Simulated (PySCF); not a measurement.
Coordinates in bohr (charge 0 multiplicity 2):
```
Ge    0.0000    0.0000   -0.5130
O     3.1100    0.1120    0.7653
O    -1.6520    2.6373    0.7653
O    -1.4580   -2.7493    0.7653
H     4.0182   -1.4485    0.5097
H    -0.7547    4.2041    0.5097
H    -3.2635   -2.7556    0.5097
```

Computed with UPBE0 in PySCF with Ge def2-SVP, O def2-SVP, H def2-SVP; no relativity; density-fitted integrals.

This geometry of Ge(OH)₃ is a stationary point at this level.

What is the point group?

C3.

Is it a minimum?

Yes: all harmonic wavenumbers are real.

List the harmonic modes with their infrared intensities.


| symmetry | ω (cm⁻¹) | IR (km/mol, summed over degenerate members) |
| --- | --- | --- |
| e | 91 | 80.8 |
| a | 149 | 228 |
| e | 253 | 20.9 |
| a | 270 | 38.3 |
| a | 672 | 23.8 |
| e | 702 | 245 |
| a | 851 | 53.6 |
| e | 867 | 227 |
| e | 3885 | 289 |
| a | 3889 | 0.7 |

What are the dipole moment and the gap between the highest occupied and lowest empty levels of either spin?

1.72 D and 3.36 eV.

Give the ideal-gas entropy at 298.15 K and 1 bar by parts.

translation 169.1, rotation 97.2, vibration 68.6, spin 5.8; total 340.6 J/(mol K).

In C3 the vibrations span 5e + 5a.

Only a few start shapes were tried, so a lower isomer may exist.
